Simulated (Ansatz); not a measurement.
Reaction (ligand exchange at the Si–S bond): `O[SiH](O)S[SiH](O)O` + `N[SiH](F)F` → `O[SiH](O)N[SiH](F)F` + `O[SiH](O)S`

Isolated molecules relaxed with PBE0-D4/def2-TZVP in Ansatz; ΔE leaves out vibrations. CCSD(T)/CBS adds triple-zeta CCSD(T) − MP2 to the extrapolated MP2 energy (def2 sets, frozen cores). This one scheme is used for every species. Each species was taken in one conformer, which may not be the lowest.

`O[SiH](O)S[SiH](O)O`:

```xyz
13

O    -2.596   -1.464    0.492
Si   -1.813   -0.239   -0.240
O    -1.475    0.925    0.846
S     0.004   -0.910   -1.199
Si    1.460   -0.043    0.082
O     2.919   -0.272   -0.616
O     1.223    1.576    0.296
H    -2.183   -1.872    1.256
H    -2.720    0.193   -1.319
H    -0.679    1.460    0.724
H     1.406   -0.589    1.450
H     2.984   -0.907   -1.332
H     1.470    2.142   -0.440
```

`N[SiH](F)F`:

```xyz
7

N    -1.007    0.170    0.252
Si    0.616   -0.148   -0.066
F     0.725   -1.620   -0.646
F     1.267    0.774   -1.187
H    -1.284    0.905    0.880
H    -1.745   -0.091   -0.381
H     1.428    0.011    1.148
```

`O[SiH](O)N[SiH](F)F`:

```xyz
12

O     0.377   -0.991   -2.174
Si    0.867   -0.382   -0.744
O     0.981    1.247   -0.864
N    -0.346   -0.721    0.423
Si   -1.267    0.425    1.268
F    -2.017   -0.338    2.440
F    -0.302    1.505    1.930
H     0.999   -0.985   -2.903
H     2.169   -0.979   -0.360
H     1.358    1.732   -0.128
H    -0.557   -1.689    0.618
H    -2.263    1.175    0.494
```

`O[SiH](O)S`:

Cartesian coordinates in Å:
```
O 1.129 -0.752 0.575
Si -0.260 -0.411 -0.229
O 0.189 0.170 -1.684
S -1.477 0.900 0.941
H 1.061 -0.840 1.527
H -1.124 -1.581 -0.480
H 1.000 0.679 -1.727
H -0.519 1.834 1.079
```

| species | MP2/CBS(def2) energy (Eh) |
| --- | --- |
| `O[SiH](O)S[SiH](O)O` | -1280.43445 |
| `N[SiH](F)F` | -545.30732 |
| `O[SiH](O)N[SiH](F)F` | -986.05496 |
| `O[SiH](O)S` | -839.68321 |

**Question.** Work out ΔE.

**Answer.** ΔE = (-986.05496) + (-839.68321) − (-1280.43445) − (-545.30732) = 0.00360 Eh = +0.10 eV. CCSD(T)/CBS gives +0.04 eV.

Largest T1 diagnostic among the species: 0.012.

From PBE to PBE0 (25 % exact exchange), in def2-TZVPP and without D4, ΔE moves by −0.04 eV. The D4 term adds +0.05 eV with B3LYP and +0.03 eV with PBE0; it sums over pairs of atoms, weighted by their polarisabilities, and B3LYP, whose exchange is more repulsive, gets the larger term.

B3LYP here is the variant with VWN-RPA as its local correlation; programs differ in this.
